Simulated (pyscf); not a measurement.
## H₂N–SiH(F)–Cl (SMILES N[SiH](F)Cl), singlet

Gas-phase minimum from PySCF at ωB97X-D3(BJ)/def2-SVP, one conformer. 

SMILES: N[SiH](Cl)F
```xyz
7

N     -0.2321     0.0665     1.1860
Si    -0.4199    -1.4077     0.3640
F     -0.0180    -2.7128     1.2435
Cl     0.8711    -1.4041    -1.2301
H      0.6716     0.5141     1.2898
H     -0.9183     0.4067     1.8501
H     -1.8189    -1.6048    -0.0596
```

Bonded distances (Å): N1–Si2 1.698, N1–H5 1.014, N1–H6 1.014, Si2–F3 1.624, Si2–Cl4 2.051, Si2–H7 1.475. Bond angles (°): Si2–N1–H5 122.1, Si2–N1–H6 122.2, H5–N1–H6 112.8, N1–Si2–F3 114.1, N1–Si2–Cl4 107.8, N1–Si2–H7 111.1, F3–Si2–Cl4 105.5, F3–Si2–H7 106.4, Cl4–Si2–H7 112.0.

Properties at ωB97X-D3(BJ)/def2-SVP:

```json
{
  "harmonic_wavenumbers_unscaled": "147, 252, 278, 327, 356, 564, 713, 850, 890, 905, 975, 1540, 2345, 3631, 3733 cm⁻¹",
  "zero_point_energy": "25.0 kcal/mol",
  "rotational_symmetry_number": "1",
  "Entropy of this conformer at 298 K and 1 atm, rigid rotor and harmonic oscillator, modes under 100 cm⁻¹ raised to 100": "316.6 J/(mol K)",
  "dipole_moment": "2.69 D"
}
```

Single-point totals, which compare only within one level (frozen core for MP2 and CC):

```csv
level,total energy (hartree)
ωB97X-D3(BJ)/def2-TZVP,-906.39850
PBE/def2-TZVP,-905.83984
r²SCAN/def2-TZVP,-906.21717
B3LYP-D3(BJ)/def2-TZVP,-906.38997
PBE0-D3(BJ)/def2-TZVP,-905.91442
M06-2X/def2-TZVP,-906.25339
ωB97M-D3(BJ)/def2-TZVP,-906.46913
HF/def2-TZVPP,-904.32726
MP2/def2-TZVPP,-905.09921
CCSD/def2-TZVPP,-905.13045
CCSD(T)/def2-TZVPP,-905.15889
```

Soft torsions are taken as harmonic, which can shift the entropy by several J/(mol K). The CCSD(T) − MP2 part came from Ansatz, without density fitting, on the same reference.
